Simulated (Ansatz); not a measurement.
`CB[SiH2]Cl` + H₂Te → `CB[TeH]` + `[SiH3]Cl` at 600 K and 1 bar (cleavage of the B–Si bond).

Isolated molecules relaxed with PBE0-D4/def2-TZVP in Ansatz; ΔE leaves out vibrations. CCSD(T)/CBS adds triple-zeta CCSD(T) − MP2 to the extrapolated MP2 energy (def2 sets, frozen cores). This one scheme is used for every species. def2 core potentials past Kr. For Te outer-core shells are correlated without core-valence functions, which leaves a few kJ/mol of doubt a bond. Each species was taken in one conformer, which may not be the lowest.

```json
{"species": "`CB[SiH2]Cl`", "CCSD(T)/CBS energy (Eh)": "-815.34006", "H − E (kJ/mol)": "234.6", "S (J/(mol·K))": "436.6"}
{"species": "H₂Te", "CCSD(T)/CBS energy (Eh)": "-268.91024", "H − E (kJ/mol)": "52.9", "S (J/(mol·K))": "255.0"}
{"species": "`CB[TeH]`", "CCSD(T)/CBS energy (Eh)": "-333.59211", "H − E (kJ/mol)": "192.1", "S (J/(mol·K))": "376.7"}
{"species": "`[SiH3]Cl`", "CCSD(T)/CBS energy (Eh)": "-750.69636", "H − E (kJ/mol)": "99.4", "S (J/(mol·K))": "294.6"}
```

H − E and S are ideal-gas, rigid-rotor, harmonic terms from PBE0-D4/def2-TZVP, for one conformer and one mirror image of each species. 1 Eh = 2625.50 kJ/mol, R = 8.31446 J/(mol·K).

Question: By hand: ΔE, ΔH, ΔS and ΔG.

Answer: ΔE = (-333.59211) + (-750.69636) − (-815.34006) − (-268.91024) = -0.03817 Eh = -100.2 kJ/mol. Δ(H − E) = 192.1 + 99.4 − 234.6 − 52.9 = 4.0, so ΔH = -96.2 kJ/mol. ΔS = 376.7 + 294.6 − 436.6 − 255.0 = -20.3 J/(mol·K). ΔG = -96.2 − 600 × (-20.3)/1000 = -84.0 kJ/mol.

Question: By hand: the equilibrium constant, and the temperature at which ΔG would vanish if ΔH and ΔS stayed fixed.

Answer: log₁₀ K = −ΔG/(RT ln 10) = 7.3. ΔG = 0 at ΔH/ΔS = 4739 K, far beyond where these terms or the molecules hold.

ΔH outweighs TΔS. A doubt of 5 kJ/mol in ΔE shifts log₁₀ K by 0.4 here. Other conformers and mirror images would add mixing entropy, several J/(mol·K) or more a flexible species. Modes under 60 cm⁻¹, often nearly free rotors, make the harmonic entropy too high. These are equilibria of isolated gas molecules and say nothing of rates. Largest T1 diagnostic: 0.013 (customary marks: 0.02 for closed shells, 0.045 for open ones).
